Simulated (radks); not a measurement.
Valence configurations of Cu+ (all share [Ar]). All-electron calculation, scalar-relativistic Kohn-Sham, r2SCAN, spin-unpolarised, spherical densities, finite nucleus; meta-GGA in the generalised Kohn-Sham scheme; Fermi nuclear charge, rms radius 3.8823 fm. Program: a radial shooting solver on a logarithmic mesh with Libxc functionals. Energies are relative to 3d10; eigenvalues in eV.

\begin{tabular}{lrrrr}
valence & E (eV) & e(3d) & e(4p) & e(4s) \\ \hline
3d10 & 0.000 & -13.631 & - & - \\
3d9.5 4s0.5 & 1.558 & -16.247 & - & -12.323 \\
3d9.5 4p0.5 & 4.376 & -17.136 & -7.215 & - \\
3d8 4p2 & 25.488 & -28.846 & -10.283 & - \\
3d8 4s2 & 11.594 & -25.576 & - & -15.707 \\
3d9 4p1 & 9.988 & -20.850 & -8.273 & - \\
3d9 4s1 & 3.945 & -19.117 & - & -13.478 \\
3d8.5 4p1.5 & 16.990 & -24.759 & -9.293 & - \\
\end{tabular}

NIST lists [Ar] 3d10 as the ground configuration; this level of theory agrees among the configurations tried. The energies are those of spherical spin-averaged densities, not of single terms.
